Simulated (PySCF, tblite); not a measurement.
Isomers of C6H16OSSi, one GFN2-xTB conformer each. Single-point energies are computed at PBE0/pcSseg-1 (PySCF, gas phase, no added dispersion term), electronic only.

```tsv
SMILES	GFN2-xTB relative energy (kJ/mol)
C[C@@H](CCC[SiH3])[S@](C)=O	99.3
COC[SiH2]SC(C)(C)C	0.0
C[C@@H](CCC[SiH3])[S@@](C)=O	101.1
```

Conformers: `[CH3:1][C@@H:2]([CH2:3][CH2:4][CH2:5][SiH3:6])[S@:7]([CH3:8])=[O:9]` with C1–C2–C3–C4 -174°, C2–C3–C4–C5 180°, C3–C4–C5–Si6 -178°, C1–C2–S7–C8 71°; `[CH3:1][O:2][CH2:3][SiH2:4][S:5][C:6]([CH3:7])([CH3:8])[CH3:9]` with C1–O2–C3–Si4 -179°, O2–C3–Si4–S5 178°, C3–Si4–S5–C6 170°; `[CH3:1][C@@H:2]([CH2:3][CH2:4][CH2:5][SiH3:6])[S@@:7]([CH3:8])=[O:9]` with C1–C2–C3–C4 55°, C2–C3–C4–C5 174°, C3–C4–C5–Si6 179°, C1–C2–S7–C8 76°.

**Question.** What does PBE0/pcSseg-1 give for the same structures?

**Answer.** 
| SMILES | PBE0/pcSseg-1 E (Eh) | PBE0/pcSseg-1 (kJ/mol) | GFN2-xTB (kJ/mol) | point group |
| --- | --- | --- | --- | --- |
| COC[SiH2]SC(C)(C)C | -1000.48585 | 0.0 | 0.0 | C1 |
| C[C@@H](CCC[SiH3])[S@](C)=O | -1000.42532 | 158.9 | 99.3 | C1 |
| C[C@@H](CCC[SiH3])[S@@](C)=O | -1000.42421 | 161.9 | 101.1 | C1 |

Both levels put the same isomer lowest; measured from each level's own lowest isomer, the values differ by up to 60.8 kJ/mol (C[C@@H](CCC[SiH3])[S@@](C)=O: 101.1 against 161.9). As drawn, the highest has an S=O bond, which the lowest lacks. Neighbours under 10 kJ/mol apart (C[C@@H](CCC[SiH3])[S@](C)=O and C[C@@H](CCC[SiH3])[S@@](C)=O) can change places with a better method, another conformer or zero-point energy. C[C@@H](CCC[SiH3])[S@](C)=O and C[C@@H](CCC[SiH3])[S@@](C)=O are stereoisomers, 3.0 kJ/mol apart in the conformers taken.

**Question.** Which frontier levels, dipoles and rotational constants go with these structures?

**Answer.** 
```json
{"SMILES": "COC[SiH2]SC(C)(C)C", "HOMO (eV, PBE0/pcSseg-1)": "-6.69", "LUMO (eV)": "0.39", "dipole (D)": "0.36", "A, B, C (MHz)": "3199, 438.3, 425.9"}
{"SMILES": "C[C@@H](CCC[SiH3])[S@](C)=O", "HOMO (eV, PBE0/pcSseg-1)": "-6.56", "LUMO (eV)": "0.72", "dipole (D)": "3.34", "A, B, C (MHz)": "2197, 447.5, 416.7"}
{"SMILES": "C[C@@H](CCC[SiH3])[S@@](C)=O", "HOMO (eV, PBE0/pcSseg-1)": "-6.51", "LUMO (eV)": "0.84", "dipole (D)": "3.73", "A, B, C (MHz)": "2192, 478.6, 439.8"}
```

**Question.** What happens when harmonic zero-point energies from GFN2-xTB frequencies are added?

**Answer.** 
```csv
SMILES,ZPE (kJ/mol),electronic (kJ/mol),with ZPE (kJ/mol)
COC[SiH2]SC(C)(C)C,542.4,0.0,0.0
C[C@@H](CCC[SiH3])[S@](C)=O,535.2,158.9,151.7
C[C@@H](CCC[SiH3])[S@@](C)=O,535.6,161.9,155.1
```

The zero-point energies span 7.2 kJ/mol. The order is unchanged.
